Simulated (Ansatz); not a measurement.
Geometry optimisation, RHF/def2-SVP in Ansatz 0.2.0.

Input:

```yaml
crystal:
  periodic: [false, false, false]
  atoms:
    - { symbol: B, position_ang: [0.0, 0.0, 0.0] }
    - { symbol: Cl, position_ang: [0.0, 0.0, 2.21] }
    - { symbol: F, position_ang: [1.1431, 0.0, -0.66] }
    - { symbol: O, position_ang: [-1.2211, 0.0, -0.705] }
    - { symbol: H, position_ang: [-1.7308, -0.8467, -0.4965] }
    - { symbol: Br, position_ang: [0.1049, 2.2181, 0.7379] }
    - { symbol: H, position_ang: [0.0612, 1.2949, 1.8904] }
basis:
  gaussian: { orbitals: def2-SVP }
hamiltonian:
  xc: hf
relax:
  f_tol: 0.15
  max_steps: 25
  restrain:
    - { distance: [0, 5], at: 2.04, k: 30.0 }
    - { distance: [6, 1], at: 1.37, k: 30.0 }
    - { distance: [0, 1], at: 3.06, k: 30.0 }
    - { distance: [6, 5], at: 2.75, k: 30.0 }
```

Command:

```bash
$ ansatz run input.yaml --threads 2 --pin off --max-ram 3072MiB --backend cpu --events-out ev --progress --plain --runs-dir out
```

Where does it end, and by what steps?

The forces met the threshold. The restraints hold the end off the free minimum. After 8 steps the energy has fallen by 4.307 eV (the restraints' own energy left out); Br6 moved furthest, 0.70 Å. Parted: Br6–H7 (1.48 → 2.75 Å).

| step | energy less start (eV) | largest force component (eV/Å) | accepted |
| --- | --- | --- | --- |
| 0 | 0.0000 | 7.759 | yes |
| 1 | -1.6628 | 4.429 | yes |
| 2 | -2.8822 | 4.414 | yes |
| 3 | -3.7892 | 2.381 | yes |
| 4 | -3.8950 | 2.876 | yes |
| 5 | -4.0474 | 2.142 | yes |
| 6 | -4.2484 | 1.505 | yes |
| 7 | -4.2934 | 1.469 | yes |
| 8 | -4.3070 | 1.484 | yes |

```xyz
7
Properties=species:S:1:pos:R:3
B -0.117 0.478 -0.371
Cl 0.066 -0.210 2.615
F 0.954 -0.245 -0.541
O -1.348 0.025 -0.548
H -1.417 -0.903 -0.737
Br 0.142 2.416 0.069
H 0.077 1.105 2.490
```

Time of the run: 24 s on 2 threads of Intel(R) Xeon(R) Platinum 8259CL CPU @ 2.50GHz (Skylake/Cascade Lake) (shared host), peak memory 0.24 GiB.
